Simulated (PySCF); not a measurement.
# From computed data to an observable: oscillator strength and radiative lifetime

SnHBr, SMILES [Br][SnH] (connectivity only; charge and spin as stated), neutral, multiplicity 1.

Geometry: PBE0-D3(BJ)/def2-TZVP. The def2 effective core potentials stand for the cores of Sn; spin–orbit coupling is left out.

TDDFT-PBE0/def2-TZVPD (PySCF) puts the first singlet state with f over 0.02 at 4.83 eV (vertical), with the transition dipole (-0.133, -0.885, 0.000) in atomic units.

Problem. Find the oscillator strength, the wavelength and the radiative lifetime that this transition would have in vacuum if emission retraced absorption.

Solution. 
|μ|² = 0.8009 au, so |μ| = 2.27 D. ΔE = 4.83/27.211 = 0.1775 hartree. f = (2/3) ΔE |μ|² = 0.095 (the program prints 0.095).
λ = 1239.84/4.83 = 257 nm; ν = 38957 cm⁻¹.
Einstein's coefficient A = 0.6670 ν² f s⁻¹ (ν in cm⁻¹) = 9.6e7 s⁻¹, so τ = 1/A = 10 ns. This state is S5; the lower singlets have f = 0.011, 0.008, 0.012, 0.002. The figure is the radiative limit of this one transition; relaxation, internal conversion, crossing to triplets and a medium change what is measured.
